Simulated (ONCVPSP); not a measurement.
# Configuration tests for Au (Z = 79) (ONCV)

gold, optimised norm-conserving Vanderbilt (ONCV), made with ONCVPSP 4.0.1 (LDA (Perdew-Wang 92), fully relativistic). Core [Kr] 4d10 4f14, reference 5s2 5p6 5d9 (charge +2). Waves: 5s: rc 1.65 bohr, ncon 4, nbas 9, qcut 7.3 1/bohr, 3 projectors, debl 3.8 Ha; 5p: rc 1.35 bohr, ncon 4, nbas 7, qcut 12.5 1/bohr, 3 projectors, debl 1.6 Ha; 5d: rc 1.65 bohr, ncon 4, nbas 8, qcut 8.3 1/bohr, 1 projector. Local part: polynomial inside 1.35 bohr (lpopt 3, dvloc0 0 Ha). Core correction: Teter function, fcfact 1.75, rcfact 1.7.

Open shells are filled in proportion to 2j + 1.

In the s channel the program set the typed energies aside and used -4.783, 0.050, 3.850 Ha. In the p channel the program set the typed energies aside and used -2.832, 0.250, 1.850 Ha (j = l + 1/2; the other j can differ).

Energies are relative to the spin-unpolarised reference configuration 5s2 5p6 5d9; without spin polarisation the order of configurations can differ from experiment.

```csv
valence configuration,charge,ΔE all-electron (eV),error AE − PS (meV)
5s2 5p6 5d10 6s1,0,-31.306,-1.6
5s2 5p6 5d9 6s2,0,-29.675,-13
```

(1) What are ΔE and the potential's error for 5s2 5p6 5d10?

(2) What are ΔE and the potential's error for 5s2 5p6 5d8?

Answers

(1) ΔE = -21.523 eV all-electron; the error (AE − PS) is -0.3 meV.

(2) ΔE = 34.173 eV all-electron; the error (AE − PS) is -2.2 meV.
